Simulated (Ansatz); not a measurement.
Input for Ansatz (development build ahead of 0.2.0):

```yaml
crystal:
  periodic: [false, false, false]
  atoms:
    - { symbol: Be, position_ang: [0.0, 0.0, -0.27171] }
    - { symbol: H, position_ang: [0.0, 0.0, 1.08683] }
basis:
  gaussian: { orbitals: def2-TZVP }
magnetization:
  spin_polarized: true
  initial_magnetization: 1
hamiltonian:
  xc: hf
correlation:
  method: mp2
  frozen_orbitals: { Be: 0, H: 0 }
```

The input is written out in the form of the current development build from the run's settings.

Results

| Quantity | Value |
| --- | --- |
| Converged | yes |
| Reference energy | -15.15111 hartree |
| Correlation energy | -0.05612 hartree |
| Total energy | -15.20723 hartree |
| Spin squared of the determinant | 0.752 |
